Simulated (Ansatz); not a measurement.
Consider the redistribution: `C=C[Si](N)(N)F` + `[OH][Sc]([OH])[Cl]` → `C=C[Si](N)(N)O` + `[OH][Sc]([F])[Cl]`.

Calculated with Ansatz (gas phase, PBE0-D4/def2-TZVP geometries, no zero-point term in ΔE). CBS: MP2 limit from def2 TZ/QZ plus the TZ coupled-cluster correction, frozen cores. Functionals use def2-TZVPP. For Sc outer-core shells are correlated without core-valence functions, which leaves a few kJ/mol of doubt a bond. Scalar relativity is left out up to krypton. Each species was taken in one conformer, which may not be the lowest.

`C=C[Si](N)(N)F`:

Cartesian coordinates in Å:
```
C 1.109 1.040 1.727
C 0.241 0.161 1.230
Si -0.090 -0.040 -0.582
N 0.246 -1.652 -0.991
N -1.652 0.294 -1.171
F 0.832 1.069 -1.290
H 1.689 1.690 1.079
H 1.278 1.149 2.795
H -0.311 -0.462 1.933
H 0.984 -2.160 -0.533
H 0.053 -2.007 -1.913
H -2.420 -0.326 -0.977
H -1.959 1.243 -1.306
```

`[OH][Sc]([OH])[Cl]`:

Cartesian coordinates in Å:
```
O 1.005 1.077 0.809
Sc 0.009 0.100 -0.403
O -1.026 -1.319 0.169
Cl 0.059 0.660 -2.658
H 1.476 1.509 1.516
H -1.523 -2.027 0.568
```

`C=C[Si](N)(N)O`:

```xyz
14

C    -1.524   -0.582   -1.565
C    -1.192    0.385   -0.714
Si    0.334    0.355    0.344
N     1.480   -0.642   -0.438
N     0.233   -0.293    1.931
O     0.671    1.960    0.531
H    -0.896   -1.459   -1.700
H    -2.432   -0.546   -2.162
H    -1.863    1.238   -0.623
H     1.640   -0.572   -1.428
H     2.296   -0.966    0.054
H     0.072   -1.281    2.049
H    -0.249    0.233    2.642
H     1.429    2.171    1.079
```

`[OH][Sc]([F])[Cl]`:

Cartesian coordinates in Å:
```
O -1.033 0.544 -0.638
Sc 0.397 -0.265 0.187
F 1.099 -1.784 -0.565
Cl 1.308 0.592 2.130
H -1.771 0.913 -1.114
```

Task: Is it downhill or uphill in electronic energy at CCSD(T)/CBS, and by how much? (An estimate is asked.)

Result: Ansatz gave: Uphill: ΔE = +0.05 eV.

Task: What do these levels give: r2SCAN-D4, PBE0-D4, B2PLYP, PBE, HF/def2-TZVPP, CCSD/def2-TZVPP, CCSD(T)/def2-TZVPP, HF/def2-QZVPP, MP2/def2-QZVPP, SCS-MP2/def2-QZVPP, HF/CBS(def2), MP2/CBS(def2)? (An estimate is asked.)

Result: Ansatz gave: r2SCAN-D4 -0.05, PBE0-D4 -0.05, B2PLYP 0.00, PBE -0.07, HF/def2-TZVPP 0.05, CCSD/def2-TZVPP 0.01, CCSD(T)/def2-TZVPP 0.00, HF/def2-QZVPP 0.05, MP2/def2-QZVPP 0.03, SCS-MP2/def2-QZVPP 0.04, HF/CBS(def2) 0.05, MP2/CBS(def2) 0.05 eV.

Largest T1 diagnostic among the species: 0.016.

In def2-TZVPP, CCSD(T) changes the Hartree–Fock value by −0.06 eV (the triples alone add −0.01 eV) and MP2 by −0.05 eV.
